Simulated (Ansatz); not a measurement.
Ansatz (a program for electronic structure) input (r2SCAN/6-311++G(3df,3pd)): A basis named .json is the Basis Set Exchange file of that set (core-valence sets with the plain set on hydrogen).

Ansatz 0.2 input:
```yaml
crystal:
  periodic: [false, false, false]
  atoms:
    - {symbol: H, position_ang: [0.00000000, 0.00000000, 0.00000000]}
basis:
  gaussian:
    orbitals: 6-311++G_3df_3pd_.json
hamiltonian:
  xc: {name: r2SCAN}
magnetization: {spin_polarized: true, initial_magnetization: 1}
scf: {lower_state_search: full}
```

Output:

```
Functional definition: r2SCAN
integrals: 0.00 GiB planned
62 factors; their error is unknown
mean field: 0.04 GiB planned
mean field evaluation 1: about -13.6052 eV, gradient 2.6e-1 eV
mean field evaluation 2: about -13.6058 eV, gradient 5.2e-3 eV
mean field evaluation 4: about -13.6055 eV, gradient 7.5e-4 eV
mean field evaluation 8: about -13.6049 eV, gradient 2.6e-1 eV
mean field evaluation 16: about -13.6055 eV, gradient 7.5e-4 eV
mean field -13.60549695 eV, -0.4999927909 hartree, gradient 1.2e-5 eV, S^2 0.750000; 2 other end points of the search recorded, 0 dependent functions left out
reference -13.60551111 eV, -0.4999933111 hartree; 1, 0 occupied and 17, 18 virtual orbitals, 62 factors
Total energy: -13.60551111 eV, -0.4999933111 hartree
```
